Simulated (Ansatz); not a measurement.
A short molecular-dynamics run on `[SiH3][GaH][CH]=S`.

```yaml
crystal:
  periodic: [false, false, false]
  atoms:
    - {symbol: Si, position_ang: [-0.088559, 1.688763, 0.060371]}
    - {symbol: Ga, position_ang: [0.811866, -0.529872, 0.174984]}
    - {symbol: C, position_ang: [-0.331595, -1.963409, -0.558116]}
    - {symbol: S, position_ang: [-1.106235, -2.129067, 0.859924]}
    - {symbol: H, position_ang: [0.596245, 2.479037, -1.002491]}
    - {symbol: H, position_ang: [-1.540589, 1.644478, -0.265463]}
    - {symbol: H, position_ang: [0.081801, 2.424209, 1.343576]}
    - {symbol: H, position_ang: [2.152834, -1.029621, 0.806787]}
    - {symbol: H, position_ang: [-0.575757, -2.584520, -1.419583]}
basis:
  gaussian: {orbitals: def2-SVP}
hamiltonian: {xc: {name: PBE}}
md: {timestep: 0.5 fs, n_steps: 20, ensemble: nve, temperature: 1500, initial_velocities: maxwell_boltzmann, seed: 458}
```

```sh
$ ansatz run in.yaml --threads 4 --pin off --events-out ev --progress --plain --max-ram 10444MiB
```

| step | time (fs) | potential energy (eV) | kinetic (eV) | T (K) | conserved (eV) |
| --- | --- | --- | --- | --- | --- |
| 0 | 0.0 | -72176.5274 | 1.3572 | 1500 | -72175.1702 |
| 1 | 0.5 | -72176.5209 | 1.3505 | 1493 | -72175.1704 |
| 2 | 1.0 | -72176.4830 | 1.3129 | 1451 | -72175.1701 |
| 3 | 1.5 | -72176.4183 | 1.2487 | 1380 | -72175.1695 |
| 4 | 2.0 | -72176.3355 | 1.1666 | 1289 | -72175.1689 |
| 5 | 2.5 | -72176.2448 | 1.0765 | 1190 | -72175.1683 |
| 6 | 3.0 | -72176.1552 | 0.9873 | 1091 | -72175.1679 |
| 7 | 3.5 | -72176.0737 | 0.9061 | 1001 | -72175.1676 |
| 8 | 4.0 | -72176.0052 | 0.8377 | 926 | -72175.1674 |
| 9 | 4.5 | -72175.9525 | 0.7850 | 868 | -72175.1674 |
| 10 | 5.0 | -72175.9161 | 0.7486 | 827 | -72175.1675 |
| 11 | 5.5 | -72175.8944 | 0.7265 | 803 | -72175.1678 |
| 12 | 6.0 | -72175.8828 | 0.7145 | 790 | -72175.1683 |
| 13 | 6.5 | -72175.8739 | 0.7050 | 779 | -72175.1690 |
| 14 | 7.0 | -72175.8584 | 0.6887 | 761 | -72175.1696 |
| 15 | 7.5 | -72175.8266 | 0.6566 | 726 | -72175.1701 |
| 16 | 8.0 | -72175.7744 | 0.6047 | 668 | -72175.1698 |
| 17 | 8.5 | -72175.7089 | 0.5404 | 597 | -72175.1685 |
| 18 | 9.0 | -72175.6514 | 0.4847 | 536 | -72175.1667 |
| 19 | 9.5 | -72175.6307 | 0.4653 | 514 | -72175.1654 |
| 20 | 10.0 | -72175.6657 | 0.5000 | 553 | -72175.1658 |

Velocities are drawn at the set temperature; a run this short doesn't reach equilibrium.

Frames (Å, forces in eV/Å):

```xyz
9
time=0.0 fs
Si   -0.089    1.689    0.060    0.101   -0.231    0.030
Ga    0.812   -0.530    0.175    0.119    0.185   -0.132
C    -0.332   -1.963   -0.558    0.500    0.350   -0.305
S    -1.106   -2.129    0.860   -0.592   -0.219    0.902
H     0.596    2.479   -1.002    0.147    0.168   -0.227
H    -1.541    1.644   -0.265   -0.319   -0.001   -0.071
H     0.082    2.424    1.344    0.034    0.168    0.277
H     2.153   -1.030    0.807    0.132   -0.062    0.087
H    -0.576   -2.585   -1.420   -0.122   -0.359   -0.562
9
time=0.5 fs
Si   -0.088    1.691    0.060    0.229   -0.144    0.073
Ga    0.811   -0.531    0.175    0.118    0.263   -0.123
C    -0.326   -1.964   -0.555    0.169   -0.266   -1.000
S    -1.105   -2.129    0.858   -0.605   -0.163    1.093
H     0.606    2.478   -1.004    0.127    0.141   -0.169
H    -1.536    1.690   -0.251   -0.453   -0.052   -0.138
H     0.075    2.423    1.349    0.086    0.141    0.235
H     2.158   -1.007    0.809    0.137   -0.082    0.087
H    -0.613   -2.619   -1.409    0.193    0.161   -0.058
9
time=1.0 fs
Si   -0.088    1.693    0.060    0.327   -0.052    0.109
Ga    0.810   -0.532    0.175    0.125    0.341   -0.108
C    -0.321   -1.966   -0.553   -0.191   -0.863   -1.601
S    -1.104   -2.130    0.857   -0.612   -0.105    1.272
H     0.616    2.478   -1.006    0.101    0.109   -0.103
H    -1.533    1.735   -0.238   -0.550   -0.095   -0.194
H     0.068    2.423    1.356    0.137    0.107    0.185
H     2.164   -0.984    0.811    0.133   -0.099    0.082
H    -0.650   -2.653   -1.399    0.531    0.658    0.359
9
time=1.5 fs
Si   -0.088    1.695    0.060    0.384    0.044    0.136
Ga    0.809   -0.533    0.175    0.139    0.414   -0.087
C    -0.315   -1.967   -0.550   -0.549   -1.398   -2.070
S    -1.103   -2.130    0.855   -0.610   -0.045    1.434
H     0.626    2.478   -1.008    0.070    0.074   -0.034
H    -1.532    1.779   -0.224   -0.601   -0.135   -0.240
H     0.062    2.423    1.363    0.186    0.069    0.127
H     2.170   -0.961    0.813    0.120   -0.113    0.073
H    -0.686   -2.685   -1.388    0.861    1.090    0.659
9
time=2.0 fs
Si   -0.088    1.697    0.060    0.394    0.145    0.155
Ga    0.808   -0.534    0.175    0.159    0.482   -0.062
C    -0.310   -1.968   -0.549   -0.885   -1.850   -2.403
S    -1.103   -2.131    0.854   -0.601    0.017    1.579
H     0.636    2.479   -1.010    0.037    0.037    0.037
H    -1.531    1.824   -0.212   -0.601   -0.174   -0.274
H     0.056    2.423    1.370    0.234    0.028    0.066
H     2.176   -0.939    0.816    0.098   -0.124    0.060
H    -0.720   -2.715   -1.375    1.164    1.441    0.841
9
time=2.5 fs
Si   -0.088    1.699    0.059    0.358    0.250    0.168
Ga    0.807   -0.535    0.174    0.182    0.542   -0.034
C    -0.305   -1.970   -0.547   -1.184   -2.213   -2.615
S    -1.102   -2.131    0.853   -0.584    0.078    1.706
H     0.646    2.479   -1.012    0.003    0.000    0.107
H    -1.532    1.868   -0.200   -0.552   -0.217   -0.298
H     0.051    2.423    1.377    0.279   -0.014    0.003
H     2.182   -0.917    0.818    0.068   -0.134    0.043
H    -0.751   -2.741   -1.361    1.429    1.708    0.920
9
time=3.0 fs
Si   -0.088    1.702    0.059    0.280    0.359    0.176
Ga    0.806   -0.536    0.174    0.207    0.594   -0.006
C    -0.300   -1.973   -0.546   -1.439   -2.490   -2.724
S    -1.101   -2.131    0.852   -0.561    0.139    1.815
H     0.657    2.479   -1.014   -0.031   -0.034    0.173
H    -1.535    1.911   -0.188   -0.458   -0.265   -0.313
H     0.046    2.423    1.384    0.321   -0.056   -0.059
H     2.189   -0.896    0.821    0.032   -0.142    0.024
H    -0.778   -2.763   -1.344    1.650    1.896    0.915
9
time=3.5 fs
Si   -0.087    1.704    0.059    0.168    0.470    0.180
Ga    0.805   -0.536    0.174    0.230    0.636    0.021
C    -0.296   -1.976   -0.546   -1.647   -2.684   -2.748
S    -1.100   -2.132    0.851   -0.534    0.197    1.908
H     0.667    2.479   -1.015   -0.062   -0.065    0.232
H    -1.538    1.954   -0.178   -0.331   -0.321   -0.321
H     0.043    2.423    1.391    0.359   -0.097   -0.118
H     2.195   -0.874    0.824   -0.010   -0.149    0.003
H    -0.802   -2.781   -1.325    1.827    2.013    0.843
9
time=4.0 fs
Si   -0.087    1.706    0.059    0.032    0.582    0.182
Ga    0.804   -0.537    0.174    0.250    0.668    0.045
C    -0.291   -1.979   -0.546   -1.804   -2.799   -2.699
S    -1.100   -2.132    0.850   -0.503    0.253    1.986
H     0.677    2.480   -1.016   -0.091   -0.092    0.285
H    -1.543    1.996   -0.168   -0.179   -0.385   -0.325
H     0.040    2.422    1.398    0.393   -0.134   -0.172
H     2.202   -0.854    0.826   -0.055   -0.157   -0.020
H    -0.821   -2.794   -1.304    1.958    2.063    0.718
9
time=4.5 fs
Si   -0.087    1.708    0.059   -0.117    0.692    0.185
Ga    0.803   -0.538    0.174    0.265    0.690    0.065
C    -0.288   -1.983   -0.547   -1.907   -2.834   -2.583
S    -1.099   -2.132    0.849   -0.470    0.305    2.048
H     0.687    2.479   -1.016   -0.115   -0.113    0.328
H    -1.547    2.037   -0.159   -0.016   -0.455   -0.326
H     0.038    2.422    1.405    0.424   -0.168   -0.219
H     2.208   -0.833    0.829   -0.103   -0.165   -0.043
H    -0.836   -2.802   -1.281    2.040    2.048    0.546
9
time=5.0 fs
Si   -0.086    1.711    0.059   -0.269    0.795    0.189
Ga    0.802   -0.539    0.174    0.272    0.702    0.078
C    -0.284   -1.987   -0.548   -1.947   -2.782   -2.402
S    -1.098   -2.133    0.849   -0.437    0.352    2.096
H     0.697    2.479   -1.016   -0.135   -0.128    0.362
H    -1.552    2.078   -0.151    0.148   -0.529   -0.325
H     0.037    2.421    1.411    0.450   -0.197   -0.259
H     2.215   -0.813    0.832   -0.150   -0.174   -0.065
H    -0.846   -2.805   -1.257    2.068    1.961    0.327
9
time=5.5 fs
Si   -0.086    1.713    0.059   -0.416    0.888    0.194
Ga    0.801   -0.540    0.174    0.272    0.703    0.086
C    -0.281   -1.993   -0.550   -1.913   -2.630   -2.148
S    -1.098   -2.133    0.848   -0.403    0.393    2.127
H     0.706    2.478   -1.014   -0.148   -0.138    0.385
H    -1.557    2.116   -0.143    0.304   -0.605   -0.324
H     0.037    2.419    1.416    0.472   -0.221   -0.290
H     2.220   -0.793    0.834   -0.196   -0.184   -0.087
H    -0.850   -2.803   -1.232    2.028    1.792    0.057
9
time=6.0 fs
Si   -0.086    1.715    0.059   -0.551    0.969    0.201
Ga    0.800   -0.541    0.174    0.263    0.696    0.086
C    -0.278   -1.998   -0.552   -1.791   -2.361   -1.809
S    -1.097   -2.133    0.848   -0.369    0.427    2.140
H     0.715    2.477   -1.012   -0.156   -0.140    0.398
H    -1.560    2.154   -0.137    0.445   -0.680   -0.324
H     0.038    2.417    1.421    0.490   -0.239   -0.312
H     2.226   -0.774    0.837   -0.238   -0.195   -0.106
H    -0.850   -2.797   -1.207    1.907    1.523   -0.275
9
time=6.5 fs
Si   -0.086    1.718    0.059   -0.670    1.033    0.210
Ga    0.799   -0.541    0.174    0.244    0.681    0.079
C    -0.276   -2.004   -0.555   -1.565   -1.953   -1.373
S    -1.097   -2.134    0.848   -0.333    0.452    2.133
H     0.724    2.476   -1.009   -0.157   -0.137    0.401
H    -1.563    2.189   -0.131    0.567   -0.751   -0.323
H     0.040    2.414    1.425    0.504   -0.252   -0.323
H     2.231   -0.755    0.839   -0.277   -0.207   -0.124
H    -0.845   -2.788   -1.183    1.686    1.133   -0.679
9
time=7.0 fs
Si   -0.086    1.721    0.059   -0.772    1.080    0.219
Ga    0.798   -0.542    0.173    0.217    0.660    0.064
C    -0.274   -2.011   -0.558   -1.219   -1.390   -0.825
S    -1.096   -2.134    0.848   -0.296    0.469    2.102
H     0.732    2.474   -1.004   -0.151   -0.127    0.392
H    -1.564    2.223   -0.126    0.667   -0.817   -0.323
H     0.044    2.411    1.428    0.515   -0.258   -0.324
H     2.235   -0.737    0.840   -0.309   -0.220   -0.138
H    -0.837   -2.775   -1.160    1.348    0.602   -1.167
9
time=7.5 fs
Si   -0.086    1.723    0.059   -0.853    1.108    0.228
Ga    0.797   -0.543    0.173    0.182    0.637    0.044
C    -0.272   -2.018   -0.561   -0.753   -0.671   -0.167
S    -1.096   -2.134    0.849   -0.257    0.477    2.045
H     0.740    2.472   -0.999   -0.138   -0.111    0.374
H    -1.564    2.255   -0.121    0.745   -0.875   -0.323
H     0.049    2.407    1.430    0.521   -0.259   -0.315
H     2.238   -0.719    0.842   -0.335   -0.234   -0.150
H    -0.825   -2.761   -1.140    0.889   -0.070   -1.738
9
time=8.0 fs
Si   -0.086    1.726    0.059   -0.915    1.115    0.237
Ga    0.796   -0.543    0.173    0.140    0.612    0.020
C    -0.271   -2.024   -0.564   -0.197    0.165    0.577
S    -1.095   -2.134    0.849   -0.214    0.475    1.961
H     0.748    2.470   -0.993   -0.118   -0.090    0.346
H    -1.562    2.285   -0.118    0.798   -0.925   -0.323
H     0.055    2.403    1.432    0.525   -0.254   -0.295
H     2.241   -0.702    0.843   -0.353   -0.249   -0.158
H    -0.811   -2.748   -1.124    0.334   -0.851   -2.365
9
time=8.5 fs
Si   -0.086    1.729    0.059   -0.957    1.103    0.245
Ga    0.795   -0.544    0.173    0.094    0.591   -0.008
C    -0.269   -2.031   -0.567    0.377    1.025    1.337
S    -1.095   -2.134    0.850   -0.167    0.464    1.850
H     0.755    2.467   -0.986   -0.092   -0.064    0.309
H    -1.558    2.313   -0.115    0.828   -0.964   -0.323
H     0.062    2.398    1.432    0.525   -0.244   -0.266
H     2.243   -0.685    0.843   -0.364   -0.264   -0.162
H    -0.796   -2.736   -1.114   -0.244   -1.646   -2.983
9
time=9.0 fs
Si   -0.086    1.732    0.059   -0.978    1.071    0.253
Ga    0.794   -0.545    0.173    0.046    0.575   -0.038
C    -0.267   -2.038   -0.569    0.850    1.751    1.999
S    -1.094   -2.134    0.850   -0.119    0.442    1.715
H     0.762    2.465   -0.978   -0.061   -0.034    0.265
H    -1.552    2.338   -0.113    0.834   -0.993   -0.323
H     0.070    2.392    1.433    0.522   -0.229   -0.228
H     2.244   -0.669    0.844   -0.366   -0.279   -0.162
H    -0.781   -2.729   -1.111   -0.729   -2.304   -3.481
9
time=9.5 fs
Si   -0.086    1.735    0.059   -0.979    1.020    0.259
Ga    0.793   -0.545    0.173   -0.003    0.567   -0.068
C    -0.265   -2.044   -0.572    1.092    2.170    2.426
S    -1.094   -2.134    0.851   -0.070    0.411    1.560
H     0.769    2.462   -0.970   -0.024   -0.002    0.215
H    -1.544    2.361   -0.111    0.818   -1.010   -0.322
H     0.080    2.386    1.432    0.516   -0.210   -0.183
H     2.244   -0.654    0.844   -0.360   -0.293   -0.158
H    -0.769   -2.727   -1.116   -0.991   -2.654   -3.728
9
time=10.0 fs
Si   -0.087    1.739    0.059   -0.957    0.951    0.264
Ga    0.792   -0.546    0.173   -0.051    0.569   -0.099
C    -0.263   -2.050   -0.573    1.028    2.171    2.516
S    -1.094   -2.134    0.852   -0.023    0.371    1.392
H     0.776    2.459   -0.961    0.017    0.032    0.159
H    -1.534    2.382   -0.111    0.778   -1.014   -0.322
H     0.091    2.379    1.432    0.508   -0.188   -0.131
H     2.243   -0.639    0.843   -0.345   -0.306   -0.150
H    -0.759   -2.731   -1.131   -0.953   -2.588   -3.630
```

Hardware: 4 threads of an Intel Xeon Platinum 8259CL on a shared host. Wall time 22 s, peak host memory 0.18 GiB.
